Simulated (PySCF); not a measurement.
**From computed data to an observable: dipole moment from atomic charges**

SbI3, SMILES [I][Sb]([I])[I]. Atoms are numbered in the order given.

```xyz
4

Sb     0.0000     0.0000     0.9598
I      2.1276     1.2284    -0.3078
I      0.0000    -2.4567    -0.3078
I     -2.1276     1.2284    -0.3078
```

The structure is a stationary point at PBE-D3(BJ)/def2-SVP. The isomer is the one that the SMILES or the coordinates give; other isomers of the formula were not compared. The def2 effective core potentials stand for the cores of I, Sb; spin–orbit coupling is left out.

Charges (e) from CAM-B3LYP/def2-TZVP (PySCF):

```json
[
 {"atom": "Sb1", "Mulliken": "0.533", "ESP fit": "0.312"},
 {"atom": "I2", "Mulliken": "-0.178", "ESP fit": "-0.104"},
 {"atom": "I3", "Mulliken": "-0.178", "ESP fit": "-0.104"},
 {"atom": "I4", "Mulliken": "-0.178", "ESP fit": "-0.104"}
]
```

The dipole moment of the full density is 1.75 D.

Problem. What dipole moment does each set of point charges give, and which comes closer to that of the density?

Solution. 
μ = Σ q r, and 1 e Å = 4.8032 D.
Mulliken: Σ q r = (0.000, 0.000, 0.676) e Å, |μ| = 3.25 D.
ESP fit: Σ q r = (0.000, 0.000, 0.395) e Å, |μ| = 1.90 D.
ESP fit comes closer in size. Point charges leave out the atoms' own dipoles (lone pairs, polarised bonds); fits to the potential absorb them, partitions of the density don't.
